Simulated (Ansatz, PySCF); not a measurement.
Process, species as SMILES: [NH+]#[Si-] (SiNH) + 3 [H][H] (H2) → N (NH3) + [SiH4] (SiH4)
Structures are relaxed separately at B3LYP-D3(BJ)/def2-TZVP in Ansatz (a first-principles code).
Geometry of the first species:
```
N
H 1 1.0000
Si 1 1.5495 2 180.00
```

Quantity: energy of full hydrogenation (enthalpy at 298 K, with B3LYP-D3(BJ) rigid-rotor harmonic-oscillator terms from PySCF), in kcal/mol. Valence correlation only, unless marked. No spin-orbit coupling. No relativistic terms. CBS(X,Y): correlation extrapolated as X^-3; Hartree-Fock from the larger set.

CCSD(T)/CBS(def2-TZVPPD,def2-QZVPPD) (Ansatz) gives -46.2 kcal/mol.

### Question
Another calculation gave -44.7 kcal/mol. Which level was it?
A. B2GP-PLYP/def2-TZVPD (Ansatz)
B. TPSSh/def2-TZVPD (PySCF)
C. BLYP/def2-TZVPD (Ansatz)
D. PBE0/def2-TZVPD (Ansatz)

### Answer
A, B2GP-PLYP/def2-TZVPD (Ansatz). The others give -53.3 (PBE0), -49.0 (TPSSh), -36.3 (BLYP) kcal/mol.
